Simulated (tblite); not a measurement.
A geometry optimisation, step by step.

Compound: C7H12BNO.
Numbering: `[CH2:1]=[C:2]([BH2-:3][N+:4]#[C:5][CH3:6])[CH2:7][C:8]([CH3:9])=[O:10]` (hydrogens: H11, H12 on C1; H13, H14 on B3; H15, H16, H17 on C6; H18, H19 on C7; H20, H21, H22 on C9)
Bond orders are those of one Lewis drawing.

Computed with GFN2-xTB (tblite), gas phase: L-BFGS steps from a force-field or distance-geometry start until the largest atomic force falls under 0.01 eV/Å. 6 of its 207 geometries are shown.

Step 0: E = -795.9691 eV, largest atomic force 1.892 eV/Å
```
atom  x, y, z in Å  |  force x, y, z in eV/Å
C1     -0.654   -1.754    0.065   -0.695   0.913   0.239
C2     -0.328   -0.631    0.721    0.201  -0.993  -0.715
B3      1.200   -0.406    1.160    0.152   0.533   0.285
N4      2.038   -0.251   -0.065   -0.654  -0.157   1.168
C5      2.694   -0.148   -0.996    0.983   0.248  -1.597
C6      3.519   -0.005   -2.202   -0.181   0.127   0.801
C7     -1.376    0.394    1.068   -0.995  -0.307   1.067
C8     -1.772    1.166   -0.154    0.495   0.479  -0.343
C9     -3.121    0.975   -0.787   -0.952  -0.403   0.244
O10    -0.993    1.948   -0.653    0.137   0.114  -0.120
H11     0.076   -2.505   -0.191   -0.135   0.085   0.025
H12    -1.696   -1.929   -0.231    0.464  -0.182   0.023
H13     1.292    0.585    1.829    0.289   0.075  -0.313
H14     1.579   -1.330    1.798    0.282  -0.224  -0.199
H15     4.516    0.401   -1.913   -0.699  -0.313  -0.195
H16     3.642   -0.993   -2.673   -0.047   0.418   0.145
H17     3.036    0.700   -2.904    0.184  -0.389   0.359
H18    -1.004    1.105    1.833    0.073  -0.304  -0.475
H19    -2.254   -0.116    1.532    0.374   0.248  -0.395
H20    -3.670    1.944   -0.773    0.438  -0.665  -0.105
H21    -3.005    0.647   -1.834   -0.040   0.259   0.458
H22    -3.729    0.223   -0.243    0.326   0.437  -0.357
```

Step 41: E = -796.2015 eV, largest atomic force 0.076 eV/Å
```
atom  x, y, z in Å  |  force x, y, z in eV/Å
C1     -0.727   -1.693    0.038    0.018   0.010  -0.018
C2     -0.345   -0.650    0.762    0.038   0.012  -0.065
B3      1.192   -0.397    1.219   -0.043  -0.010   0.053
N4      1.982   -0.265   -0.010    0.016  -0.007   0.016
C5      2.597   -0.130   -0.970   -0.002  -0.004  -0.013
C6      3.382    0.027   -2.155   -0.006   0.000  -0.012
C7     -1.373    0.414    1.116    0.043  -0.027   0.014
C8     -1.646    1.124   -0.185    0.019  -0.027  -0.002
C9     -3.006    0.894   -0.810    0.026   0.013  -0.004
O10    -0.815    1.812   -0.732   -0.041   0.033  -0.011
H11    -0.021   -2.448   -0.270   -0.026  -0.035   0.039
H12    -1.748   -1.850   -0.284    0.016  -0.022   0.016
H13     1.348    0.633    1.797    0.015  -0.017   0.024
H14     1.645   -1.331    1.807    0.002  -0.009  -0.012
H15     4.365    0.424   -1.895   -0.020   0.005   0.001
H16     3.506   -0.939   -2.646   -0.009   0.014  -0.015
H17     2.885    0.719   -2.834   -0.005  -0.004  -0.001
H18    -0.933    1.107    1.830   -0.028   0.039   0.031
H19    -2.275   -0.030    1.536   -0.029   0.029  -0.024
H20    -3.565    1.826   -0.735   -0.020  -0.013   0.003
H21    -2.889    0.667   -1.868   -0.013   0.009  -0.005
H22    -3.568    0.105   -0.320    0.046   0.010  -0.015
```

Step 82: E = -796.3591 eV, largest atomic force 0.139 eV/Å
```
atom  x, y, z in Å  |  force x, y, z in eV/Å
C1     -0.854   -1.808    0.458   -0.038  -0.048  -0.003
C2     -0.303   -0.710    0.949   -0.046  -0.022   0.072
B3      1.213   -0.675    1.526    0.067  -0.028   0.005
N4      1.939   -0.272    0.302   -0.006   0.022   0.057
C5      2.238    0.003   -0.771    0.012   0.040   0.042
C6      2.547    0.345   -2.119   -0.008  -0.014  -0.032
C7     -1.065    0.607    0.929   -0.040  -0.041   0.037
C8     -1.109    1.074   -0.499   -0.027   0.058   0.027
C9     -2.395    0.794   -1.245   -0.004   0.054   0.128
O10    -0.166    1.616   -1.034   -0.047  -0.060  -0.104
H11    -0.313   -2.737    0.437    0.028  -0.062   0.061
H12    -1.863   -1.865    0.075   -0.072   0.060  -0.022
H13     1.378    0.149    2.369    0.054  -0.006  -0.072
H14     1.630   -1.746    1.826    0.000  -0.051   0.024
H15     3.521    0.822   -2.183    0.086   0.059  -0.015
H16     2.538   -0.554   -2.732    0.026  -0.056  -0.055
H17     1.776    1.029   -2.470   -0.044   0.083  -0.007
H18    -0.520    1.333    1.532   -0.049   0.014  -0.025
H19    -2.072    0.475    1.324   -0.018  -0.011   0.009
H20    -3.259    1.028   -0.624    0.091   0.000  -0.069
H21    -2.426    1.374   -2.160   -0.012   0.055  -0.098
H22    -2.443   -0.261   -1.504    0.047  -0.045   0.041
```

Step 124: E = -796.4197 eV, largest atomic force 0.091 eV/Å
```
atom  x, y, z in Å  |  force x, y, z in eV/Å
C1     -1.053   -1.897    0.829   -0.027  -0.075  -0.043
C2     -0.365   -0.781    1.003    0.020   0.053   0.002
B3      1.220   -0.796    1.355    0.001  -0.015   0.004
N4      1.882   -0.360    0.110   -0.019   0.038   0.048
C5      2.236    0.055   -0.900    0.039  -0.018   0.065
C6      2.702    0.582   -2.140   -0.028   0.034  -0.018
C7     -1.079    0.559    0.871    0.017   0.032   0.004
C8     -1.086    0.967   -0.578   -0.008  -0.002  -0.010
C9     -2.407    0.794   -1.282    0.023  -0.007  -0.034
O10    -0.111    1.379   -1.167    0.026   0.041   0.019
H11    -0.572   -2.856    0.921   -0.032  -0.035  -0.005
H12    -2.111   -1.929    0.607   -0.054   0.034   0.017
H13     1.522   -0.001    2.194   -0.018  -0.023  -0.034
H14     1.621   -1.893    1.582    0.018   0.008   0.023
H15     3.661    1.079   -1.992    0.005  -0.019  -0.042
H16     2.798   -0.213   -2.878    0.042  -0.006   0.005
H17     1.963    1.306   -2.483   -0.015   0.033  -0.020
H18    -0.534    1.304    1.450    0.011   0.002  -0.007
H19    -2.107    0.486    1.235    0.068  -0.023   0.022
H20    -3.189    1.336   -0.757   -0.027   0.015   0.038
H21    -2.336    1.159   -2.304   -0.020  -0.030  -0.040
H22    -2.667   -0.261   -1.287   -0.022  -0.038   0.005
```

Step 165: E = -796.4723 eV, largest atomic force 0.059 eV/Å
```
atom  x, y, z in Å  |  force x, y, z in eV/Å
C1     -1.376   -1.694    1.224    0.009  -0.014   0.009
C2     -0.443   -0.781    0.998   -0.005   0.004  -0.005
B3      1.138   -1.124    1.052   -0.012   0.027   0.000
N4      1.791   -0.396   -0.052    0.006  -0.010   0.006
C5      2.219    0.208   -0.929    0.023  -0.004   0.014
C6      2.749    0.955   -2.023   -0.001  -0.004   0.020
C7     -0.865    0.666    0.766    0.012  -0.008   0.025
C8     -1.020    0.910   -0.710    0.011   0.006  -0.002
C9     -2.305    0.412   -1.314    0.025   0.018  -0.020
O10    -0.175    1.467   -1.378    0.014   0.007  -0.020
H11    -1.113   -2.724    1.397   -0.008   0.012  -0.004
H12    -2.433   -1.469    1.279   -0.018   0.000   0.009
H13     1.629   -0.703    2.056    0.001  -0.001  -0.004
H14     1.374   -2.276    0.872   -0.001  -0.011  -0.003
H15     3.619    1.528   -1.702   -0.004   0.003   0.008
H16     3.035    0.280   -2.830   -0.011   0.014  -0.014
H17     1.967    1.633   -2.365    0.005  -0.008  -0.024
H18    -0.101    1.335    1.163    0.021   0.010   0.009
H19    -1.819    0.859    1.263   -0.006  -0.010  -0.011
H20    -3.058    1.189   -1.189   -0.052   0.020   0.018
H21    -2.177    0.230   -2.377   -0.005   0.000  -0.017
H22    -2.644   -0.486   -0.812   -0.004  -0.049   0.007
```

Step 206: E = -796.4828 eV, largest atomic force 0.009 eV/Å
```
atom  x, y, z in Å  |  force x, y, z in eV/Å
C1     -1.424   -1.605    1.327   -0.004   0.001   0.001
C2     -0.460   -0.751    1.015   -0.003   0.006  -0.005
B3      1.102   -1.173    1.002    0.002   0.007   0.001
N4      1.762   -0.424   -0.083    0.000   0.001  -0.003
C5      2.199    0.205   -0.938    0.002  -0.005  -0.001
C6      2.728    0.987   -2.008   -0.001  -0.001   0.006
C7     -0.825    0.701    0.740    0.000   0.006  -0.001
C8     -1.001    0.930   -0.739    0.005  -0.004  -0.001
C9     -2.240    0.322   -1.336   -0.002   0.001   0.001
O10    -0.202    1.550   -1.409    0.000  -0.001   0.002
H11    -1.206   -2.640    1.530    0.001  -0.004   0.002
H12    -2.465   -1.321    1.420   -0.003  -0.001  -0.003
H13     1.643   -0.829    2.010    0.001   0.001  -0.003
H14     1.273   -2.326    0.760    0.001   0.002  -0.003
H15     3.556    1.599   -1.652    0.003   0.001   0.000
H16     3.071    0.337   -2.812    0.001   0.004  -0.002
H17     1.927    1.631   -2.373   -0.002  -0.007   0.006
H18    -0.035    1.358    1.110    0.002  -0.005  -0.001
H19    -1.765    0.942    1.241   -0.002   0.001   0.000
H20    -3.115    0.856   -0.971   -0.002   0.000   0.004
H21    -2.212    0.388   -2.421   -0.001  -0.001  -0.001
H22    -2.321   -0.717   -1.024    0.000  -0.003   0.003
```

Question: Summarise the path.

Answer: The energy falls by 49.57 kJ/mol from step 0 to step 206; nine tenths of that is first reached at step 130. It rises by more than 0.2 meV at steps 54 and 63. The largest force goes from 1.892 to 0.009 eV/Å. Among the bonds C5–C6 changes most, from 1.469 to 1.426 Å; the atoms move by 1.307 Å rms after alignment.

Question: Follow the three bonds and two angles with the largest change from start to end.

Answer: 
| step | E above end (kJ/mol) | largest force (eV/Å) | C5–C6 (Å) | C6–H15 (Å) | C9–H20 (Å) | C7–C8–C9 (°) | N4–B3–H14 (°) |
| --- | --- | --- | --- | --- | --- | --- | --- |
| 0 | 49.57 | 1.892 | 1.469 | 1.116 | 1.114 | 121.0 | 110.1 |
| 9 | 29.95 | 0.144 | 1.437 | 1.093 | 1.090 | 117.4 | 104.9 |
| 18 | 28.75 | 0.069 | 1.431 | 1.092 | 1.089 | 116.3 | 105.3 |
| 27 | 28.10 | 0.046 | 1.431 | 1.091 | 1.089 | 115.8 | 105.6 |
| 36 | 27.50 | 0.074 | 1.431 | 1.091 | 1.090 | 116.6 | 106.0 |
| 45 | 26.64 | 0.094 | 1.430 | 1.091 | 1.090 | 116.7 | 105.7 |
| 54 | 23.80 | 0.380 | 1.435 | 1.093 | 1.099 | 115.0 | 106.9 |
| 63 | 20.54 | 0.355 | 1.431 | 1.092 | 1.096 | 115.1 | 107.3 |
| 72 | 15.70 | 0.170 | 1.428 | 1.088 | 1.087 | 115.3 | 107.6 |
| 81 | 12.33 | 0.157 | 1.427 | 1.088 | 1.089 | 115.8 | 106.8 |
| 90 | 10.57 | 0.067 | 1.425 | 1.088 | 1.085 | 115.9 | 106.9 |
| 99 | 9.40 | 0.109 | 1.427 | 1.088 | 1.089 | 115.5 | 106.6 |
| 107 | 7.62 | 0.095 | 1.428 | 1.090 | 1.088 | 115.0 | 106.9 |
| 116 | 6.98 | 0.071 | 1.427 | 1.089 | 1.088 | 115.0 | 106.9 |
| 125 | 6.00 | 0.062 | 1.426 | 1.090 | 1.087 | 115.1 | 106.3 |
| 134 | 3.63 | 0.086 | 1.426 | 1.088 | 1.090 | 115.1 | 107.7 |
| 143 | 2.24 | 0.050 | 1.425 | 1.088 | 1.090 | 115.5 | 106.6 |
| 152 | 1.86 | 0.071 | 1.426 | 1.089 | 1.090 | 115.3 | 106.6 |
| 161 | 1.14 | 0.045 | 1.426 | 1.089 | 1.090 | 115.2 | 106.1 |
| 170 | 0.86 | 0.050 | 1.426 | 1.089 | 1.090 | 115.3 | 105.8 |
| 179 | 0.55 | 0.064 | 1.426 | 1.089 | 1.090 | 114.9 | 106.1 |
| 188 | 0.34 | 0.079 | 1.426 | 1.089 | 1.088 | 114.9 | 106.2 |
| 197 | 0.05 | 0.021 | 1.426 | 1.090 | 1.089 | 115.1 | 106.0 |
| 206 | 0.00 | 0.009 | 1.426 | 1.090 | 1.089 | 115.1 | 106.1 |

What follows is the cost of the whole relaxation. On one thread, Arm Neoverse N1 (aarch64) (shared host), this took 3.0 s.
